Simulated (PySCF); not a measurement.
A GIAO shielding run with PySCF 2.14.0 with density-fitted response routines (density fitting, non-relativistic, gas phase) on SMILES CS[SiH2]O[Si@H](N)O, CH9NO2SSi2:

```
{"job": {"kind": "nmr", "xc": "PBE0", "basis": "pcSseg-1"}, "charge": 0, "multiplicity": 1}
C      2.398782     0.644401     1.055313
S      2.253259     0.833602    -0.751226
Si     0.917275    -0.781312    -1.202298
O     -0.291731    -0.818257    -0.145006
Si    -1.402151    -0.191182     0.871917
N     -2.886810    -0.328111     0.014679
O     -1.127267     1.351709     1.270577
H      3.029804     1.453919     1.406138
H      1.413709     0.713720     1.505565
H      2.857969    -0.311638     1.286560
H      0.430427    -0.489032    -2.537496
H      1.594080    -2.056131    -1.006904
H     -1.185896    -0.883708     2.130491
H     -3.723563     0.005510     0.463607
H     -3.075810    -1.189892    -0.469282
H     -1.209678     2.055347     0.630920
```

Hardware: 1 thread of an x86-64 server CPU, shared host. The job also computes population analyses, field gradients.

(1) How large is the calculation?

(2) How long does it take?

Answers

(1) 82 electrons, 185 basis functions and 1030 auxiliary functions.

(2) 40 s of wall time, with 14 SCF cycles and 4 response iterations. Times on a shared host scatter by some tens of per cent.
